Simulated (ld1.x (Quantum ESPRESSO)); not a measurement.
# Reading a pseudo-wave (neon)

Columns: radius, all-electron u(r) and pseudo u(r) of the 2p shell (level -54.82 eV) of neon in the configuration [He] 2s2 2p4; PBE, scalar-relativistic, RRKJ scheme, ld1.x (Quantum ESPRESSO) 7.5.

```
r (bohr)  all-electron  pseudo
   0.057        0.0818  0.0292
   0.115        0.2540  0.1151
   0.172        0.4417  0.2451
   0.230        0.6183  0.4084
   0.288        0.7663  0.5849
   0.345        0.8803  0.7535
   0.402        0.9642  0.9019
   0.460        1.0210  1.0206
   0.518        1.0527  1.1004
   0.575        1.0635  1.1400
   0.632        1.0579  1.1448
   0.690        1.0391  1.1211
   0.747        1.0107  1.0781
   0.805        0.9745  1.0228
   0.862        0.9337  0.9640
   0.920        0.8887  0.9047
   0.977        0.8425  0.8493
   1.035        0.7946  0.7965
   1.092        0.7474  0.7476
   1.150        0.7000  0.7000
   1.208        0.6537  0.6537
   1.265        0.6097  0.6097
   1.322        0.5674  0.5674
   1.380        0.5264  0.5264
   1.438        0.4875  0.4875
   1.495        0.4514  0.4514
```

**Question.** How many radial nodes do the two functions have?

**Answer.** The all-electron 2p function has n − l − 1 = 0; the pseudo-wave has 0.

**Question.** At about which radius was the pseudo-wave matched?

**Answer.** 1.15 bohr, where the columns begin to agree (steps of 0.06 bohr).

**Question.** Where does each function peak?

**Answer.** Outermost all-electron maximum near 0.57 bohr, pseudo maximum near 0.63 bohr (to the table’s step).

**Question.** Is the pseudo-wave norm-conserving?

**Answer.** Yes: the RRKJ scheme keeps the norm inside the radius equal to the all-electron one, which fixes the energy derivative of the logarithmic derivative at the level.
